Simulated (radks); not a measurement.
Dipole-allowed excitations along the series with 36 electrons in [Kr]. Calculated with a radial shooting solver on a logarithmic mesh with Libxc functionals: scalar-relativistic Kohn-Sham, LDA (Slater exchange, VWN5 correlation), spin-unpolarised, spherical densities, finite nucleus; Fermi nuclear charge, rms radius of each element as measured or else 0.836 A^(1/3) + 0.57 fm. Time-dependent linear response with the Hartree and adiabatic LDA kernel, continuum included through the Sternheimer equations, no spin-orbit coupling, so fine structure and intercombination lines are absent. Lines are the poles of the dipole polarisability below minus the highest occupied eigenvalue, found on a grid refined at the orbital gaps; the lowest seven at most are given, and weak or close lines can be missed. The first line takes the name of the lowest orbital gap if no other gap lies below it; otherwise a line is named after a gap within 0.6 % of it, if that gap stands alone.

| species | -e(HOMO) (eV) | lowest orbital gap (eV) | first line (eV) | f | strongest line (eV) | its f | static alpha (bohr^3) |
|---|---|---|---|---|---|---|---|
| Rb+ | 21.796 | 4p-5s 15.781 | 15.853 (4p-5s) | 0.429 | 19.484 (unassigned) | 1.20 | 9.458 |
| Sr2+ | 36.662 | 4p-5s 23.108 | 23.220 (unassigned) | 0.490 | 27.353 (unassigned) | 3.56 | 5.931 |
| Zr4+ | 72.941 | 4p-4d 32.356 | 40.230 (unassigned) | 5.38 | the first | 5.38 | 2.987 |
| Nb5+ | 94.142 | 4p-4d 36.633 | 45.931 (4p-4d) | 5.52 | the first | 5.52 | 2.273 |
